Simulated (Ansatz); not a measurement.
Geometry optimisation of GaSb₂.

```yaml
crystal:
  periodic: [false, false, false]
  atoms:
    - {symbol: Ga, position_ang: [-0.898212, 0.566383, 1.402448]}
    - {symbol: Sb, position_ang: [0.494321, 0.914997, -1.157248]}
    - {symbol: Sb, position_ang: [0.403881, -1.481370, -0.245201]}
basis:
  gaussian: {orbitals: def2-TZVP}
magnetization: {spin_polarized: true, initial_magnetization: 3}
hamiltonian: {xc: r2scan, dispersion: d4}
scf: {lower_state_search: "off"}
output: {orbitals: {seedname: orbitals}}
relax: {f_tol: 0.02, max_steps: 100}
```

```sh
$ ansatz run in.yaml --threads 4 --pin off --events-out ev --progress --plain --max-ram 3916MiB
```

Shortened log:

```
Functional definition: r2SCAN
mean field -65457.93315106 eV, -2405.5346743208 hartree, gradient 3.1e-6 eV, S^2 3.779699; 0 other end points of the search recorded, 0 dependent functions left out
relax step   1: F+E_penalty+E_count = -65457.95805198 eV  Δ(F+E_penalty+E_count) = +0.000e0 eV  max|allowed force component| = 2.632e0 eV/Å  Δτ_max = 0.0000 Å  (24 SCF iters, accepted)
mean field -65458.36594037 eV, -2405.5505790347 hartree, gradient 2.8e-6 eV, S^2 3.791007; 0 other end points of the search recorded, 0 dependent functions left out
relax step   2: F+E_penalty+E_count = -65458.39030317 eV  Δ(F+E_penalty+E_count) = -4.323e-1 eV  max|allowed force component| = 1.035e0 eV/Å  Δτ_max = 0.1958 Å  (29 SCF iters, accepted)
mean field -65458.47777577 eV, -2405.5546889098 hartree, gradient 1.3e-6 eV, S^2 3.785391; 0 other end points of the search recorded, 0 dependent functions left out
relax step   3: F+E_penalty+E_count = -65458.50210306 eV  Δ(F+E_penalty+E_count) = -1.118e-1 eV  max|allowed force component| = 3.971e-1 eV/Å  Δτ_max = 0.0761 Å  (28 SCF iters, accepted)
mean field -65458.49269760 eV, -2405.5552372770 hartree, gradient 1.8e-6 eV, S^2 3.783690; 0 other end points of the search recorded, 0 dependent functions left out
relax step   4: F+E_penalty+E_count = -65458.51701723 eV  Δ(F+E_penalty+E_count) = -1.491e-2 eV  max|allowed force component| = 2.728e-1 eV/Å  Δτ_max = 0.0875 Å  (27 SCF iters, accepted)
mean field -65458.50046207 eV, -2405.5555226157 hartree, gradient 2.0e-6 eV, S^2 3.784471; 0 other end points of the search recorded, 0 dependent functions left out
relax step   5: F+E_penalty+E_count = -65458.52478142 eV  Δ(F+E_penalty+E_count) = -7.764e-3 eV  max|allowed force component| = 1.099e-2 eV/Å  Δτ_max = 0.0317 Å  (24 SCF iters, accepted)
Total energy: -65458.52479745 eV, -2405.5564169247 hartree
Atom 0 at    -0.772481     0.487579     1.205984 Å, force     0.001087    -0.000596    -0.001725 eV/Å
Atom 1 at     0.435396     1.064568    -1.100564 Å, force    -0.000182     0.010990    -0.003133 eV/Å
Atom 2 at     0.337075    -1.552138    -0.105421 Å, force    -0.000905    -0.010394     0.004858 eV/Å
Dipole moment:    -0.101480     0.064056     0.158428 e Å
Checks for a lower state left out: stability, starts, cluster_reference, orbital_swaps, neighbouring_geometries, increment
```

Run time 18 s (4 threads of Arm Neoverse V2 on a shared host).

In the def2 sets Sb takes a core potential; there is no spin–orbit coupling. At r2SCAN-D4/def2-TZVP a doublet of charge 0 lies 0.72 eV below the quartet, each at its own geometry. The structure comes from a short search, and lower isomers may exist.
